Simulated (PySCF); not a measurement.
pyrazole cation (C3H4N2), SMILES c1cn[nH]c1 (connectivity only; charge and spin as stated), charge +1, multiplicity 2. Atoms are numbered in the order given.

```xyz
9

C      1.0965     0.5235     0.0000
C     -0.1674     1.1851     0.0000
N     -1.1681     0.3166     0.0000
N     -0.5571    -0.9530     0.0000
C      0.7553    -0.9061     0.0000
H      2.1091     0.9524     0.0000
H     -0.3740     2.2647     0.0000
H     -1.1691    -1.7826     0.0000
H      1.4043    -1.7950     0.0000
```
Charge +1, spin multiplicity 2.

The structure is a stationary point at PBE-D3(BJ)/def2-SVP. A frequency run showed that this geometry is not a minimum. The multiplicity is an assumed one; other spin states were not compared.

All values below come from PBE-D3(BJ)/def2-SVP (PySCF 2.14.0).

No scaling factor is applied to the harmonic values.

| mode | ν (cm⁻¹) | IR (km/mol) | moving atoms (share of kinetic energy) |
|---|---|---|---|
| 1 | 122i | 4.8 | N 48 %, H 27 %, C 25 % |
| 2 | 485 | 0.0 | H 40 %, C 39 %, N 21 % |
| 3 | 658 | 48.5 | N 50 %, C 47 % |
| 4 | 691 | 125.5 | H 87 %, C 10 % |
| 5 | 761 | 3.5 | H 63 %, C 23 %, N 15 % |
| 6 | 873 | 14.2 | H 76 %, C 21 % |
| 7 | 875 | 10.0 | C 66 %, N 23 %, H 11 % |
| 8 | 890 | 0.7 | N 57 %, H 30 %, C 14 % |
| 9 | 912 | 4.0 | H 64 %, C 34 % |
| 10 | 972 | 4.1 | H 68 %, C 29 % |
| 11 | 1043 | 3.4 | C 43 %, H 32 %, N 26 % |
| 12 | 1138 | 15.8 | H 77 %, C 12 %, N 11 % |
| 13 | 1210 | 3.2 | H 45 %, C 32 %, N 23 % |
| 14 | 1286 | 35.7 | H 47 %, C 39 %, N 14 % |
| 15 | 1341 | 30.9 | H 52 %, C 34 %, N 14 % |
| 16 | 1432 | 37.3 | C 58 %, H 27 %, N 15 % |
| 17 | 1540 | 15.0 | C 45 %, N 41 %, H 14 % |
| 18 | 3175 | 32.0 | H 91 %, C 9 % |
| 19 | 3182 | 47.6 | H 91 %, C 9 % |
| 20 | 3193 | 31.6 | H 90 %, C 10 % |
| 21 | 3468 | 226.5 | H 92 % |
